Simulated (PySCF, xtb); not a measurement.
SiH3I, SMILES I[SiH3].

GFN2-xTB (xtb) at its own geometry gives an orbital gap of 5.21 eV and a dipole moment of 5.46 D.

Coordinates come from a B3LYP-D3(BJ)/def2-TZVP optimisation. The def2 effective core potentials stand for the cores of I; spin–orbit coupling is left out.

What does PBE0/def2-TZVPD (PySCF) give? (The exact figures need the calculation; the answer reports its results.)

gap 6.73 eV (levels -7.73 and -0.99 eV), dipole 1.23 D.
